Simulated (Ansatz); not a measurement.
Gas-phase electronic energies from Ansatz, PBE0-D4/def2-TZVP geometries. CCSD(T)/CBS is the MP2 limit (def2-TZVPP, def2-QZVPP) plus CCSD(T) − MP2 in def2-TZVPP, frozen cores. This one scheme is used for every species. Functionals use def2-TZVPP. B3LYP here is the variant with VWN-RPA as its local correlation; programs differ in this. HSE06 is defined as in plane-wave codes. For Br outer-core shells are correlated without core-valence functions, which leaves a few kJ/mol of doubt a bond. Scalar relativity is left out up to krypton. Each species was taken in one conformer, which may not be the lowest.

Consider the ligand exchange at the Si–F bond: `O[Si](F)(Cl)Br` + HBr → `O[Si](Cl)(Br)Br` + H–F.

```
             level  ΔE (kJ/mol)  difference from CCSD(T)/CBS
       LDA (SPW92)         54.4                          2.0
            B97M-V         67.7                         15.3
          HSE06-D4         47.4                         -5.0
           ωB97X-V         60.3                          7.9
            revPBE         52.2                         -0.2
              BLYP         69.0                         16.6
             B3LYP         68.5                         16.1
           r2SCAN0         59.6                          7.2
         CAM-B3LYP         73.8                         21.4
           LC-ωPBE         60.8                          8.4
RPA@PBE/def2-TZVPP         63.5                         11.1
     CCSD/def2-SVP         64.6                         12.2
     HF/def2-TZVPP         78.3                         25.9
     HF/def2-QZVPP         80.7                         28.3
SCS-MP2/def2-QZVPP         55.4                          3.0
     MP2/CBS(def2)         42.5                         -9.9
       CCSD(T)/CBS         52.4                            0
```

Largest T1 diagnostic among the species: 0.009.

The D4 term adds −9.9 kJ/mol with B3LYP and −5.2 kJ/mol with PBE0; it sums over pairs of atoms, weighted by their polarisabilities, and B3LYP, whose exchange is more repulsive, gets the larger term. At CCSD(T), def2-SVP lies +10.3 kJ/mol from the extrapolated value and def2-TZVPP +7.8 kJ/mol.
